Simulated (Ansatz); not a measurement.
Z-matrix (Å, degrees):
```
Si
F 1 1.599
Si 1 2.350 2 106.4
O 1 1.629 2 111.4 3 -118.7
H 1 1.478 2 107.4 3 124.8
I 3 2.461 1 103.7 2 -83.8
H 3 1.483 1 114.9 2 33.5
H 3 1.485 1 113.2 2 160.4
H 4 0.962 1 117.1 2 79.2
```

Charge 0, multiplicity 1. I takes the def2 core potential.

List the PBE/def2-TZVPP orbital energies in eV (Ansatz). (Estimate.)

The calculation gave: Occupied: -1781.09, -1780.61, -660.00, -510.86, -180.12, -138.67, -138.32, -127.48, -127.27, -127.25, -95.45, -95.41, -95.37, -95.12, -95.01, -95.01, -49.59, -49.52, -49.51, -49.34, -49.34, -29.72, -25.59, -17.83, -14.61, -13.45, -12.39, -10.95, -10.68, -10.16, -9.27, -9.24, -8.73, -8.40, -7.60, -6.84, -6.64. Lowest empty: -2.22, -1.22, -0.60, -0.24, 0.39, 0.89, 1.06, 1.76.
